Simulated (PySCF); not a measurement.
H12N4Zn (SMILES [NH3]->[Zn+2](<-[NH3])(<-[NH3])<-[NH3]), charge +2, singlet, geometry from GFN2-xTB (such geometries of metal compounds can be far from the true shape); BLYP-D3ZERO/6-31G in PySCF.

Here is a job for PySCF.
```python
from pyscf import gto, scf, dft

mol = gto.M(
    atom='''
Zn    0.00000000   -0.00000000    0.00000000
N    -1.53567250   -0.90701452    1.02316825
H    -1.28458859   -1.19587345    1.97191899
H    -1.88481727   -1.75705256    0.57356415
H    -2.36073738   -0.31334349    1.13907004
N    -0.67437130    0.61833595   -1.84139149
H     0.05295694    1.03499625   -2.42790527
H    -1.41112412    1.32653274   -1.79381863
H    -1.07032581   -0.13482610   -2.40935059
N     0.66804094    1.62596606    1.06667441
H     1.06679797    1.38554945    1.97760979
H    -0.06239770    2.31203602    1.27253355
H     1.40129632    2.15771587    0.59108080
N     1.54200285   -1.33728749   -0.24845116
H     1.89464507   -1.72719605    0.62917368
H     2.36426521   -0.93737986   -0.70732924
H     1.29402935   -2.15115882   -0.81654727
''',
    basis='6-31g',
    charge=2,
    verbose=4,
)

mf = dft.RKS(mol)
mf.xc = 'blyp'
mf.disp = 'd3zero'
mf.kernel()
```

What the program printed (banner, timings and long lists left out):

```
PySCF version 2.14.0

[INPUT] verbose = 4
[INPUT] num. atoms = 17
[INPUT] num. electrons = 68
[INPUT] charge = 2
[INPUT] spin (= nelec alpha-beta = 2S) = 0
[INPUT] symmetry False subgroup None
[INPUT] Mole.unit = angstrom
[INPUT] Symbol           X                Y                Z      unit          X                Y                Z       unit  Magmom
[INPUT]  1 Zn     0.000000000000   0.000000000000   0.000000000000 AA    0.000000000000   0.000000000000   0.000000000000 Bohr   0.0
[INPUT]  2 N     -1.535672500000  -0.907014520000   1.023168250000 AA   -2.902000442026  -1.714009033804   1.933507771851 Bohr   0.0
[INPUT]  3 H     -1.284588590000  -1.195873450000   1.971918990000 AA   -2.427520617841  -2.259873300139   3.726386830929 Bohr   0.0
[INPUT]  4 H     -1.884817270000  -1.757052560000   0.573564150000 AA   -3.561788435150  -3.320348124866   1.083879158369 Bohr   0.0
[INPUT]  5 H     -2.360737380000  -0.313343490000   1.139070040000 AA   -4.461147100223  -0.592133379015   2.152530412297 Bohr   0.0
[INPUT]  6 N     -0.674371300000   0.618335950000  -1.841391490000 AA   -1.274377063267   1.168485598473  -3.479725604205 Bohr   0.0
[INPUT]  7 H      0.052956940000   1.034996250000  -2.427905270000 AA    0.100074112995   1.955859452452  -4.588076016688 Bohr   0.0
[INPUT]  8 H     -1.411124120000   1.326532740000  -1.793818630000 AA   -2.666638114568   2.506783573869  -3.389825927843 Bohr   0.0
[INPUT]  9 H     -1.070325810000  -0.134826100000  -2.409350590000 AA   -2.022622644953  -0.254784403443  -4.553012753159 Bohr   0.0
[INPUT] 10 N      0.668040940000   1.625966060000   1.066674410000 AA    1.262414416597   3.072630541238   2.015722498982 Bohr   0.0
[INPUT] 11 H      1.066797970000   1.385549450000   1.977609790000 AA    2.015955993542   2.618308992542   3.737140884359 Bohr   0.0
[INPUT] 12 H     -0.062397700000   2.312036020000   1.272533550000 AA   -0.117914563803   4.369114867929   2.404739893821 Bohr   0.0
[INPUT] 13 H      1.401296320000   2.157715870000   0.591080800000 AA    2.648066264161   4.077492048928   1.116980829489 Bohr   0.0
[INPUT] 14 N      1.542002850000  -1.337287490000  -0.248451160000 AA    2.913963069799  -2.527107105907  -0.469504647730 Bohr   0.0
[INPUT] 15 H      1.894645070000  -1.727196050000   0.629173680000 AA    3.580360285557  -3.263927497931   1.188965939985 Bohr   0.0
[INPUT] 16 H      2.364265210000  -0.937379860000  -0.707329240000 AA    4.467813732737  -1.771391210083  -1.336658543497 Bohr   0.0
[INPUT] 17 H      1.294029350000  -2.151158820000  -0.816547270000 AA    2.445361068649  -4.065101020243  -1.543050708061 Bohr   0.0

nuclear repulsion = 424.245651308433
number of shells = 55
number of NR pGTOs = 226
number of NR cGTOs = 87
basis = 6-31g
ecp = {}

******** <class 'pyscf.dft.rks.RKS'> ********
method = RKS
initial guess = minao
damping factor = 0
level_shift factor = 0
DIIS = <class 'pyscf.scf.diis.CDIIS'>
diis_start_cycle = 1
diis_space = 8
diis_damp = 0
SCF conv_tol = 1e-09
SCF conv_tol_grad = None
SCF max_cycles = 50
direct_scf = True
direct_scf_tol = 1e-13
XC library pyscf.dft.libxc version 7.1.2
    S. Lehtola, C. Steigemann, M. J. T. Oliveira, and M. A. L. Marques,  SoftwareX 7, 1–5 (2018)
XC functionals = blyp
    A. D. Becke,  Phys. Rev. A 38, 3098 (1988)
    C. Lee, W. Yang, and R. G. Parr,  Phys. Rev. B 37, 785 (1988)
    B. Miehlich, A. Savin, H. Stoll, and H. Preuss,  Chem. Phys. Lett. 157, 200 (1989)
radial grids:
    Treutler-Ahlrichs [JCP 102, 346 (1995); DOI:10.1063/1.469408] (M4) radial grids

becke partition: Becke, JCP 88, 2547 (1988); DOI:10.1063/1.454033
pruning grids: <function nwchem_prune>
grids dens level: 3
symmetrized grids: False
atomic radii adjust function: <function treutler_atomic_radii_adjust>
small_rho_cutoff = 0
Set gradient conv threshold to 3.16228e-05
Initial guess from minao.
tot grids = 193944
Calc dispersion correction with DFTD3.
Parameters: xc=blyp, version=d3zero, atm=False
init E= -2004.95903561813
  HOMO = -0.273852529226143  LUMO = -0.0548003563877781  gap/eV = 5.96071
cycle= 1 E= -2004.71012531172  delta_E= 0.249  |g|= 0.737  |ddm|= 3.21
  HOMO = -0.543396994276072  LUMO = -0.309775371379324  gap/eV = 6.35717
cycle= 2 E= -2004.50301822068  delta_E= 0.207  |g|=  1.3  |ddm|= 1.17
  HOMO = -0.590536188577049  LUMO = -0.337323330721861  gap/eV = 6.89027
cycle= 3 E= -2004.80572545782  delta_E= -0.303  |g|= 0.0255  |ddm|= 0.779
  HOMO = -0.590230695577503  LUMO = -0.336084351975085  gap/eV = 6.91567
cycle= 4 E= -2004.80577400405  delta_E= -4.85e-05  |g|= 0.0177  |ddm|= 0.0234
  HOMO = -0.58856829301591  LUMO = -0.335580093926279  gap/eV = 6.88416
cycle= 5 E= -2004.8058176633  delta_E= -4.37e-05  |g|= 0.00209  |ddm|= 0.0118
  HOMO = -0.588836230632915  LUMO = -0.335666367928397  gap/eV = 6.88910
cycle= 6 E= -2004.80581830518  delta_E= -6.42e-07  |g|= 0.000167  |ddm|= 0.002
  HOMO = -0.58880887666386  LUMO = -0.335659753429361  gap/eV = 6.88854
cycle= 7 E= -2004.80581831345  delta_E= -8.27e-09  |g|= 3.23e-05  |ddm|= 0.000287
  HOMO = -0.58881760328012  LUMO = -0.335663853715449  gap/eV = 6.88866
cycle= 8 E= -2004.80581831375  delta_E= -3e-10  |g|= 7.07e-07  |ddm|= 5.05e-05
  HOMO = -0.588817444559892  LUMO = -0.335663812068678  gap/eV = 6.88866
Extra cycle  E= -2004.80581831374  delta_E= 1.32e-11  |g|= 1.17e-06  |ddm|= 1.68e-06
converged SCF energy = -2004.80581831374
```
